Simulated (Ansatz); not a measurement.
An input meant for (H2Al-mu-I)2 (Al2H4I2) (charge 0, singlet).

```yaml
crystal:
  periodic: [false, false, false]
  atoms:
    - {symbol: Al, position_ang: [-1.330709, -0.086144, 1.235687]}
    - {symbol: H, position_ang: [-1.143818, -1.203357, 2.352136]}
    - {symbol: H, position_ang: [-2.532242, 0.944952, 1.084629]}
    - {symbol: I, position_ang: [0.966376, 1.338099, 1.133959]}
    - {symbol: Al, position_ang: [1.332585, 0.083147, -1.233866]}
    - {symbol: H, position_ang: [1.199772, 1.182232, -2.375809]}
    - {symbol: H, position_ang: [2.506035, -0.971306, -1.032130]}
    - {symbol: I, position_ang: [-0.998009, -1.287603, -1.164606]}
basis:
  gaussian: {orbitals: def2-SVP}
magnetization: {spin_polarized: true, initial_magnetization: 0}
hamiltonian: {xc: {name: HF}}
correlation: {method: mp2, frozen_orbitals: {Al: 9}}
scf: {omitted_lower_state_checks: [starts]}
output: {forces: true}
```

```sh
$ ansatz run in.yaml --threads 4 --pin off --events-out ev --progress --plain --max-ram 3916MiB
```

It prints (some lines left out):

```
Functional definition: HF
  name "HF"
  cite "Fock, Z. Phys. 61, 126 (1930) doi:10.1007/BF01340294"
  parent pbe
  exchange = exact_x
  correlation = 0
these checks for a lower state are left out or cut short: starts
Error: "frozen_orbitals" has no count for H
```

In this input frozen orbitals are typed for one element alone, and the program wants a count for each (the count typed has to fit that element's core, too). The program refused the input.
